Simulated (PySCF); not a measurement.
## Potential energy of SbI along the bond

Set-up: Sb def2-SVP with ECP28, I def2-SVP with ECP28; scalar-relativistic core potentials (PySCF 2.14). Energies in eV from Sb + I in their ground configurations at the same level. State: ³Σ⁻ (triplet), unpaired electrons π ↑↑.

```tsv
R (Å)	LC-ωPBE
2.334	-0.994
2.443	-1.612
2.551	-1.922
2.633	-2.014
2.714	-2.019
2.795	-1.960
2.904	-1.812
3.040	-1.558
3.203	-1.214
3.420	-0.800
```

Task: Put a parabola through the three lowest points of the LC-ωPBE curve and estimate Re, k and ωe (reduced mass 61.92 u; 1 eV/Å² = 0.16022 mdyn/Å; ωe = 1302.8·√(k/μ) cm⁻¹).

Result: Through R = 2.633, 2.714, 2.795 Å the second-order coefficient is 4.88 eV/Å², so Re ≈ 2.680 Å, k ≈ 1.56 mdyn/Å and ωe ≈ 207 cm⁻¹. A polynomial fit of higher order to the unrounded LC-ωPBE energies gives Re = 2.677 Å, k = 1.76 mdyn/Å, ωe = 220 cm⁻¹; anharmonicity and rounding make the difference.

The higher-order fit for each curve: LC-ωPBE: Re = 2.677 Å, ωe = 220 cm⁻¹, De = 2.03 eV.

⟨S²⟩ of the unrestricted solution departs from its pure value on part of the curve, where spin states mix. Spin–orbit coupling is left out, which matters for elements this heavy, above all for dissociation energies. The state is the lowest determinant that a PBE0 search found; another state may lie lower at other levels.
